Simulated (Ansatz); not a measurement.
[MoO3Br]- (MoBrO3⁻): single points at one geometry.

```yaml
crystal:
  periodic: [false, false, false]
  atoms:
    - {symbol: Mo, position_ang: [0.075110, 0.131621, 0.054163]}
    - {symbol: O, position_ang: [0.081639, 0.110905, 1.779809]}
    - {symbol: O, position_ang: [1.698402, 0.143180, -0.531646]}
    - {symbol: O, position_ang: [-0.753021, 1.538483, -0.505556]}
    - {symbol: Br, position_ang: [-1.102140, -1.924200, -0.796780]}
basis:
  gaussian: {orbitals: def2-TZVPD, initial_orbitals: start.molden}
total_charge: -1
hamiltonian: {xc: r2scan, dispersion: d4}
scf: {omitted_lower_state_checks: [starts]}
output: {orbitals: {seedname: orbitals}}
```

The file start.molden holds the orbitals of an earlier run on this structure, at another level or in another basis.

```sh
$ ansatz run in.yaml --threads 4 --pin off --events-out ev --progress --plain --max-ram 3916MiB
```

Output, abridged:

```
Functional definition: r2SCAN
1280 factors; their error is unknown
mean field evaluation 1: about -78052.3606 eV, gradient 8.2e0 eV
mean field evaluation 2: about -78052.4301 eV, gradient 8.1e-2 eV
mean field evaluation 4: about -78052.4213 eV, gradient 1.2e-4 eV
mean field -78052.42133530 eV, -2868.3735782408 hartree, gradient 1.0e-5 eV, S^2 0.000000; 0 other end points of the search recorded, 0 dependent functions left out
reference -78052.42135766 eV, -2868.3735790626 hartree; 37, 37 occupied and 180, 180 virtual orbitals, 1280 factors
Total energy: -78052.46400652 eV, -2868.3751463793 hartree
Checks for a lower state left out: starts
```

Run time 4.3 s (4 threads of Arm Neoverse V2 on a shared host).

The first input with `correlation: {method: mp2}` and without the key `hamiltonian` (abridged; 3.3 s):

```
Functional definition: HF
mean field -77955.29410519 eV, -2864.8042183697 hartree, gradient 2.6e-6 eV, S^2 0.000000
12 core orbitals not correlated: weight in the atoms' cores, before any rotation towards them, 1.000 or more for the frozen orbitals, at most 0.000 for the correlated occupied ones
second order -43.01954344 eV of doubles, -0.00000000 eV of singles
Total energy: -77998.31364863 eV, -2866.3851574314 hartree
Checks for a lower state left out: starts
```

As the first input, with `hamiltonian: {xc: {name: wB97M-V}}` (abridged; 9.5 s):

```
Functional definition: wB97M-V
mean field -78045.70861878 eV, -2868.1268904590 hartree, gradient 2.3e-5 eV, S^2 0.000000
Total energy: -78045.70869150 eV, -2868.1268931312 hartree
Checks for a lower state left out: starts
```

First input, but with `hamiltonian: {xc: {name: r2SCAN0}, dispersion: d4}` (abridged; 5.5 s):

```
Functional definition: r2SCAN0
mean field -78048.81217851 eV, -2868.2409441754 hartree, gradient 2.3e-5 eV, S^2 0.000000
Total energy: -78048.86464191 eV, -2868.2428721697 hartree
Checks for a lower state left out: starts
```

First input, but with `hamiltonian: {xc: {name: B3LYP}, dispersion: d4}` (abridged; 3.7 s):

```
Functional definition: B3LYP
mean field -78055.45871009 eV, -2868.4851997056 hartree, gradient 2.6e-5 eV, S^2 0.000000
Total energy: -78055.77025807 eV, -2868.4966488829 hartree
Checks for a lower state left out: starts
```

The first input with `hamiltonian: {xc: pbe0, dispersion: d4}` (abridged; 3.3 s):

```
Functional definition: PBE0
mean field -78038.94018533 eV, -2867.8781551174 hartree, gradient 2.4e-5 eV, S^2 0.000000
Total energy: -78039.10244723 eV, -2867.8841181321 hartree
Checks for a lower state left out: starts
```

As the first input, with `hamiltonian: {xc: {name: CAM-B3LYP}, dispersion: d4}` (abridged; 4 s):

```
Functional definition: CAM-B3LYP
mean field -78054.08049900 eV, -2868.4345513824 hartree, gradient 1.9e-5 eV, S^2 0.000000
Total energy: -78054.24926547 eV, -2868.4407534356 hartree
Checks for a lower state left out: starts
```

Geometry: r2SCAN-D4/def2-SVPD.

In the def2 sets Mo takes a core potential; there is no spin–orbit coupling. B3LYP takes the VWN-RPA correlation. Correlated methods freeze 12 core orbitals; core or outer-core shells of Mo, Br are correlated, in sets that lack core-valence functions. At MP2/def2-TZVPD the test of the restricted singlet for broken spin symmetry was undecided.
